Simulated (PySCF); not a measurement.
SMILES c1(-c2occc2)cccc(O)c1 (GFN2-xTB optimised geometry):

```
20

O     -3.180    -1.870    -0.001
C     -2.462    -0.714     0.000
C     -3.156     0.493     0.000
C     -2.453     1.683     0.001
C     -1.071     1.691     0.001
C     -0.367     0.487     0.000
C      1.083     0.466    -0.001
C      2.010     1.480    -0.034
C      3.280     0.863    -0.017
C      3.043    -0.477     0.027
O      1.726    -0.727     0.036
C     -1.076    -0.714     0.000
H     -2.581    -2.626     0.000
H     -4.234     0.473     0.000
H     -2.994     2.618     0.001
H     -0.536     2.626     0.002
H      1.816     2.532    -0.069
H      4.234     1.349    -0.034
H      3.702    -1.322     0.053
H     -0.533    -1.650    -0.001
```

Level of theory: PySCF 2.14.0 with PBE/def2-SVP.

Task: What are the frontier orbital energies and the dipole moment?

Result: HOMO-2 -6.75 eV, HOMO-1 -5.53 eV, HOMO -4.97 eV, LUMO -1.64 eV, LUMO+1 -0.64 eV; dipole moment 1.49 D.

Meta-Löwdin charges at PBE/def2-SVP: O1 -0.41, C2 0.21, C3 -0.15, C4 -0.10, C5 -0.14, C6 0.01, C7 0.15, C8 -0.17, C9 -0.16, C10 0.03, O11 -0.21, C12 -0.18, H13 0.32, H14 0.12, H15 0.11, H16 0.10, H17 0.12, H18 0.12, H19 0.12, H20 0.10.
